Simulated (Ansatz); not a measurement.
Reaction (ligand exchange at the Si–Se bond): `Cl[SiH2][SeH]` + `O[SiH](O)F` → `O[SiH](F)O[SiH2]Cl` + H₂Se

Calculated with Ansatz (gas phase, PBE0-D4/def2-TZVP geometries, no zero-point term in ΔE). CBS: MP2 limit from def2 TZ/QZ plus the TZ coupled-cluster correction, frozen cores. This one scheme is used for every species. Functionals use def2-TZVPP. For Se outer-core shells are correlated without core-valence functions, which leaves a few kJ/mol of doubt a bond. Scalar relativity is left out up to krypton. Each species was taken in one conformer, which may not be the lowest.

```csv
level,ΔE (kJ/mol)
r2SCAN0-D4,-61.7
BLYP,-59.9
```

Task: What does CCSD(T)/CBS give? (An estimate is asked.)

Result: The calculation gave: -61.9 kJ/mol. The listed levels differ from it by 0.2, 2.0 kJ/mol.

Largest T1 diagnostic among the species: 0.011.

From PBE to PBE0 (25 % exact exchange), in def2-TZVPP and without D4, ΔE moves by −4.3 kJ/mol. The D4 term adds −5.0 kJ/mol with B3LYP and −3.2 kJ/mol with PBE0; it sums over pairs of atoms, weighted by their polarisabilities, and B3LYP, whose exchange is more repulsive, gets the larger term.

B3LYP here is the variant with VWN-RPA as its local correlation; programs differ in this.
